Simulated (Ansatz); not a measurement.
`[BH2][GeH2][SiH3]` + HI → `BI` + `[SiH3][GeH3]`  (cleavage of the B–Ge bond)

Isolated molecules relaxed with PBE0-D4/def2-TZVP in Ansatz; ΔE leaves out vibrations. CBS: MP2 limit from def2 TZ/QZ plus the TZ coupled-cluster correction, frozen cores. Functionals use def2-TZVPP. B3LYP here is the variant with VWN-RPA as its local correlation; programs differ in this. def2 core potentials past Kr. For Ge, I outer-core shells are correlated without core-valence functions, which leaves a few kJ/mol of doubt a bond. Scalar relativity is left out up to krypton.

`[BH2][GeH2][SiH3]`:

```xyz
10

B    -0.840   -0.681   -1.658
Ge   -0.942    0.294    0.131
Si    1.275    0.244    1.032
H    -0.983   -1.865   -1.715
H    -0.556   -0.088   -2.655
H    -1.860   -0.382    1.168
H    -1.345    1.776    0.019
H     1.310    0.958    2.336
H     1.715   -1.160    1.242
H     2.226    0.905    0.099
```

HI:

Cartesian coordinates in Å:
```
I -0.669 -0.391 0.218
H 0.669 0.391 -0.218
```

`BI`:

```xyz
4

B    -0.065    0.239    0.013
I     0.482   -1.784   -0.094
H    -0.164    0.840   -1.007
H    -0.253    0.705    1.089
```

`[SiH3][GeH3]`:

```xyz
8

Si   -0.086   -1.178    0.211
Ge    0.085    1.156   -0.207
H    -1.484   -1.636   -0.010
H     0.299   -1.476    1.616
H     0.814   -1.928   -0.703
H    -0.304    1.475   -1.660
H     1.525    1.643    0.026
H    -0.849    1.944    0.727
```

| level | ΔE (kcal/mol) |
| --- | --- |
| r2SCAN-D4 | -18.9 |
| BHLYP-D4 | -19.0 |
| B3LYP | -19.0 |
| BHLYP | -19.4 |

Problem. What does CCSD(T)/CBS give? (Estimate.)

Solution. The calculation gave: -18.9 kcal/mol. The listed levels differ from it by 0.0, -0.1, -0.1, -0.5 kcal/mol.

Largest T1 diagnostic among the species: 0.013.

At CCSD(T), def2-SVP lies −1.2 kcal/mol from the extrapolated value and def2-TZVPP −0.0 kcal/mol. Leaving LDA and LC-ωPBE aside and taking each functional with its dispersion term where it has one, the values, not all of them listed here, spread over 1.4 kcal/mol, from PBE-QIDH to BLYP-D4.
